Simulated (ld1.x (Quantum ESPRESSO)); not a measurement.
Which change was made? (N, TM)

N, norm-conserving Troullier–Martins (Kleinman–Bylander form), made with ld1.x (Quantum ESPRESSO) 7.5 (LDA (PZ), non-relativistic). Core [He], reference 2s2 2p3. Waves: 2p (bound): rc 1.75 bohr; 2s (bound): rc 0.85 bohr. Local part: the s channel. Core correction: a·sin(br)/r model core inside 0.80 bohr.

Cutoffs, loose and tight: the cutoffs (Ry, on a coarse ladder) from which the occupation-weighted sum of valence levels, in a spherical-Bessel basis at the reference potential, stays within 10 and 1 mRy of its value at 400 Ry. They do not see the model core or the augmentation charge, which bear on the density cutoff. Test errors are all-electron minus pseudo excitation energies from the reference, over the configurations 2s2 2p2; 2s2 2p1; 2s2 2p0; 2s2 2p3.3; 2s1 2p4; 2s0 2p5; 2s1 2p3 (two spin-polarised tests are not counted in the largest error); variants that change the core or the reference have their own tests.

The base gives: outcome: generated; cutoff, loose: 55 Ry; cutoff, tight: 140 Ry; bound ghosts: none; largest test error (meV): +1036.

Problem. After one change the result is: outcome: generated; cutoff, loose: 230 Ry; cutoff, tight: over 300 Ry; bound ghosts: none; largest test error (meV): +1130. Which change was it?
A. type RRKJ; local potential all-electron potential smoothed inside 1.10 bohr (lloc = -1)
B. wave 2p (bound): rc 1.75 bohr becomes 2p (bound): rc 1.12 bohr
C. wave 2s (bound): rc 0.85 bohr becomes 2s (bound): rc 0.60 bohr

Solution. C. The others give: type RRKJ; local potential all-electron potential smoothed inside 1.10 bohr (lloc = -1) → outcome: generated; cutoff, loose: 70 Ry; cutoff, tight: 110 Ry; bound ghosts: none; largest test error (meV): +1272 | wave 2p (bound): rc 1.75 bohr becomes 2p (bound): rc 1.12 bohr → outcome: generated; cutoff, loose: 90 Ry; cutoff, tight: 160 Ry; bound ghosts: none; largest test error (meV): +291.
